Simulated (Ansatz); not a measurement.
`C=NC[SeH]` + PH₃ → `P[SeH]` + `C=NC` at 600 K and 1 bar (ligand exchange at the Se–C bond).

Program: Ansatz. Geometries: PBE0-D4/def2-TZVP. ΔE: electronic, gas phase. CCSD(T)/CBS is the MP2 limit (def2-TZVPP, def2-QZVPP) plus CCSD(T) − MP2 in def2-TZVPP, frozen cores. This one scheme is used for every species. For Se outer-core shells are correlated without core-valence functions, which leaves a few kJ/mol of doubt a bond. Scalar relativity is left out up to krypton. Each species was taken in one conformer, which may not be the lowest.

```
    species  CCSD(T)/CBS energy (Eh)  H − E (kJ/mol)  S (J/(mol·K))
`C=NC[SeH]`              -2534.47698           223.3          385.7
        PH₃               -342.72256            86.3          240.2
   `P[SeH]`              -2743.44381           100.9          326.5
     `C=NC`               -133.77870           215.0          312.3
```

H − E and S are ideal-gas, rigid-rotor, harmonic terms from PBE0-D4/def2-TZVP, for one conformer and one mirror image of each species. 1 Eh = 2625.50 kJ/mol, R = 8.31446 J/(mol·K).

**Question.** By hand: ΔE, ΔH, ΔS and ΔG.

**Answer.** ΔE = (-2743.44381) + (-133.77870) − (-2534.47698) − (-342.72256) = -0.02297 Eh = -60.3 kJ/mol. Δ(H − E) = 100.9 + 215.0 − 223.3 − 86.3 = 6.3, so ΔH = -54.0 kJ/mol. ΔS = 326.5 + 312.3 − 385.7 − 240.2 = 12.9 J/(mol·K). ΔG = -54.0 − 600 × (12.9)/1000 = -61.7 kJ/mol.

**Question.** By hand: the equilibrium constant, and the temperature at which ΔG would vanish if ΔH and ΔS stayed fixed.

**Answer.** log₁₀ K = −ΔG/(RT ln 10) = 5.4. ΔH and −TΔS have one sign here, so there is no such temperature.

The number of gas molecules stays the same, so ΔS is small and ΔH decides. A doubt of 5 kJ/mol in ΔE shifts log₁₀ K by 0.4 here. Other conformers and mirror images would add mixing entropy, several J/(mol·K) or more a flexible species. These are equilibria of isolated gas molecules and say nothing of rates. Largest T1 diagnostic: 0.013 (customary marks: 0.02 for closed shells, 0.045 for open ones).

ΔS is within the doubt of such terms, so its sign, and with it that verdict, could turn.
